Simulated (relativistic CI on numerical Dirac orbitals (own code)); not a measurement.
# Mn3+ in a cubic cluster: L2,3 absorption with charge transfer

Computed with a charge-transfer multiplet model of a cubic metal-ligand cluster with up to one ligand hole, Slater and spin-orbit integrals from Dirac-Coulomb-Breit ions, Slater integrals scaled by 0.8. The parameters are those of a tetrahedral site (10Dq negative, t2 hopping the larger). The ground state mixes d4 with configurations of k ligand holes L, whose averages lie at kΔ + k(k − 1)U_dd/2; a core hole lowers each added d electron by U_cd. 300 K, Lorentzian 0.4 eV and Gaussian 0.3 eV FWHM.

Atomic integrals in eV (Slater integrals scaled, ζ unscaled), ground: F2dd 9.084, F4dd 5.682, zeta_d 0.043; with the core hole: F2dd 9.718, F4dd 6.082, zeta_d 0.060, zeta_core 6.788, F2cd 5.619, G1cd 4.209, G3cd 2.391.

Cluster parameters (eV): Δ = 4.7, U_dd = 6.2, 10Dq = -0.2, 10Dq(ligand) = 0, V(eg) = 0.72, V(t2g) = -1.23, final-state hopping factor = 1.

```
         Case   n_d    d4   d5L     S
U_cd = 6.3 eV  4.18  0.82  0.18  2.00
U_cd = 6.9 eV  4.18  0.82  0.18  2.00
U_cd = 8.1 eV  4.18  0.82  0.18  2.00
```

Weights, n_d and S are thermal averages at 300 K. Photon energies count from the first peak over 30 % of the highest in each spectrum, which can be another peak from case to case. The parameters are a model scan and need not match a compound or its usual spin state. Peaks in eV (height, largest 100):
- U_cd = 6.3 eV: -3.2 (8), -2.6 (8), 0.0 (100), 0.9 (78), 2.6 (44), 4.0 (12), 5.3 (9), 6.6 (22), 7.9 (17), 9.6 (17), 10.9 (30), 11.9 (34)
- U_cd = 6.9 eV: -3.1 (8), -2.6 (8), 0.0 (100), 0.8 (81), 2.6 (40), 3.8 (15), 5.2 (9), 6.6 (22), 8.0 (18), 9.6 (17), 10.8 (29), 11.9 (35)
- U_cd = 8.1 eV: -3.0 (7), -2.5 (8), 0.0 (100), 0.7 (81), 2.7 (32), 6.8 (19), 8.1 (18), 9.7 (17), 10.9 (27), 11.8 (32)

For the case U_cd = 6.9 eV, Δ = 4.7 eV is smaller than U_dd = 6.2 eV, the charge-transfer side of the Zaanen-Sawatzky-Allen scheme. With the core hole the configuration with one ligand hole lies at Δ + U_dd − U_cd = 4.6, 4.0, 2.8 eV from the one without, in the order of the table; where this is negative the screened configuration lies lower, though the effective hopping of about 2.6 eV (from the holes of the mixed ground state) mixes the two strongly wherever it is as large as the gap.

With at most 1 ligand hole the space is cut while the next configuration still counts, so covalency is underestimated, and a final configuration with one more ligand hole, which can lie low, is missing from the spectra.
